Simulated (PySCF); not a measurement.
Mapped SMILES: `[CH2:1]1[CH2:2][SiH2:3][CH2:4]1`. Hydrogens are named by the atom that carries them.

PySCF 2.14.0 with density-fitted response routines calculation with coordinates at the GFN2-xTB level and shielding tensors at PBE0/pcSseg-1 (GIAO); non-relativistic Hamiltonian, gas phase, one computed conformer, averaged over atoms made equivalent by symmetry, fast rotation or ring inversion.

References, each an isolated molecule treated in the same way: TMS for ¹³C (σref 186.93), ¹H (σref 31.72), ²⁹Si (σref 349.16).

| atoms | nucleus | count | δ (ppm) |
| --- | --- | --- | --- |
| H(C2)/H(C4) | ¹H | 4 | 1.55 |
| C1 | ¹³C | 1 | ? |
| H(Si3) | ¹H | 2 | ? |
| C2/C4 | ¹³C | 2 | 10.0 |
| H(C1) | ¹H | 2 | 2.39 |
| Si3 | ²⁹Si | 1 | -30.8 |

Task: Estimate the values marked ?.

Result: 
- C1: 22.6 ppm, sp3 CH2 in a ring; a saturated carbon with 2 carbon neighbours and no heteroatom attached
- H(Si3): 4.88 ppm, hydrogen on a silicon bonded to 2 C, in a 4-membered ring

Shifts are as computed. Against solution values, carbons near 30 ppm lie about +3 ppm off and those near 130 ppm about +5 ppm. Of 1211 compounds with measured shifts, 218 miss one by over three times the rms of a fit or turn the order of signals round; such compounds aren't used in these exercises.
